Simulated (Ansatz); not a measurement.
`CCCCCO` + `[SiH3][AsH2]` → `CC[AsH][SiH3]` + `CCCO`  (substitution at a C–C bond)

Gas-phase electronic energies from Ansatz, PBE0-D4/def2-TZVP geometries. CBS: MP2 limit from def2 TZ/QZ plus the TZ coupled-cluster correction, frozen cores. Functionals use def2-TZVPP. For As outer-core shells are correlated without core-valence functions, which leaves a few kJ/mol of doubt a bond. Scalar relativity is left out up to krypton. One conformer a species, not always the lowest.

| level | ΔE (kJ/mol) |
| --- | --- |
| BLYP-D4 | -11.3 |
| PBE-QIDH | -7.7 |
| BHLYP | -5.0 |
| MP2/def2-QZVPP | -12.6 |

**Question.** What does CCSD(T)/CBS give? (Best estimate.)

**Answer.** The calculation gave: -8.2 kJ/mol. The listed levels differ from it by -3.1, 0.5, 3.2, -4.4 kJ/mol.

Largest T1 diagnostic among the species: 0.011.

Leaving LDA and LC-ωPBE aside and taking each functional with its dispersion term where it has one, the values, not all of them listed here, spread over 7.7 kJ/mol, from BLYP-D4 to B97M-V. LDA lies +11.2 kJ/mol from PBE without D4. From BLYP to BHLYP (50 % exact exchange), in def2-TZVPP and without D4, ΔE moves by +6.0 kJ/mol. In def2-TZVPP, CCSD(T) changes the Hartree–Fock value by −3.4 kJ/mol (the triples alone add −1.2 kJ/mol) and MP2 by −7.9 kJ/mol.
